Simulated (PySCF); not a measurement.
Two species compared at the same levels of theory.

First species: C₃H₁₃N₃OSi₂.
Z-matrix (Å and degrees, GFN2-xTB geometry), rows numbered from 1:
```
C 
C   1  1.3211
C   2  1.4829  1  124.78
Si  3  1.9035  2  110.05  1  -105.28
O   4  1.6210  3  109.00  2   -68.17
N   4  1.7331  3  110.01  2   173.01
Si  6  1.7254  4  129.04  3   145.28
N   7  1.7452  6  104.89  4     9.12
N   7  1.7219  6  108.92  4  -110.73
H   1  1.0783  2  121.47  3    -1.99
H   1  1.0769  2  122.30  3   178.18
H   2  1.0816  1  120.09  3  -177.43
H   3  1.0904  2  109.69  1   134.27
H   3  1.0894  2  109.98  1    15.56
H   4  1.4723  3  110.55  2    52.13
H   5  0.9643  4  114.24  3  -146.63
H   6  1.0039  4  116.69  3   -38.57
H   7  1.4662  6  110.51  4   132.95
H   8  1.0080  7  116.01  6    63.24
H   8  1.0086  7  116.30  6  -167.15
H   9  1.0058  7  119.52  6  -179.45
H   9  1.0069  7  118.40  6    41.36
```

Second species: C₈H₈FN.
SMILES: `C=Nc1ccc(C)cc1F`

Levels: PBE0/pcSseg-1 for HOMO energy, LUMO energy and HOMO–LUMO gap. Geometries: GFN2-xTB. Each structure is a single optimised conformer of the isolated species, non-relativistic unless stated; the electronic structure was computed with PySCF and density fitting.

Dipoles, sizes and rotational constants follow the conformer. The torsions of the flexible species, by atom-mapped SMILES:
- `[CH2:1]=[N:2][c:3]1[cH:4][cH:5][c:6]([CH3:7])[cH:8][c:9]1[F:10]`: C1–N2–C3–C4 136°

The conformers of `C=CC[Si@H](O)N[SiH](N)N` aren't listed.

Values for the first species:

```
HOMO energy   : -6.77 eV
LUMO energy   : 0.52 eV
HOMO–LUMO gap : 7.29 eV
```

Q: Estimate the same properties for the second species, and the change in each.

A: 
```
     property     first    second  second less first
  HOMO energy  -6.77 eV  -6.45 eV           +0.32 eV
  LUMO energy   0.52 eV  -1.11 eV           -1.63 eV
HOMO–LUMO gap   7.29 eV   5.34 eV           -1.95 eV
```

On the second:  GFN2-xTB frequencies show an imaginary mode (23i cm⁻¹), so this geometry is no minimum at that level.
